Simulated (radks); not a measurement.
The numbers below are computed, except where a source is named.
Excited configurations of Cu3+: one electron is placed in a higher orbital outside [Ar] 3d7. The ground configuration is [Ar] 3d8. Level of theory: Dirac Kohn-Sham, PBE, spin-unpolarised, spherical densities, finite nucleus; open shells are shared between the two j in proportion to 2j + 1; Fermi nuclear charge, rms radius 3.8823 fm (a radial shooting solver on a logarithmic mesh with Libxc functionals). Excitation = E - E(ground); binding = E(ion) - E, where the ion is the core of charge +4; n* = 4/sqrt(2 binding) in atomic units, and the quantum defect is n - n*. Eigenvalue and <r> are those of j = l + 1/2.

outer orbital  excitation (eV)  binding (eV)  quantum defect  <r> (bohr)
5s                      39.254        20.453           1.738       4.082
5d                      46.926        12.782           0.873       5.790
5f                      50.532         9.176           0.129       7.479
6d                      51.309         8.398           0.909       9.194
6f                      53.249         6.459           0.195       11.35
7s                      51.679         8.028           1.793       10.37
7f                      54.933         4.774           0.247       15.96

The Delta-SCF ionisation energy is 59.707 eV (NIST Atomic Spectra Database: 57.38 eV, semi-empirical). Self-interaction in the functional shifts the binding energies and quantum defects, so they are the method's values and not measured ones. Spin polarisation and multiplet splitting are left out, so open shells lie too high by an amount that depends on their filling.

Beside tabulated values, note that spin-unpolarised runs miss the spin-polarisation part of the exchange energy of open shells.
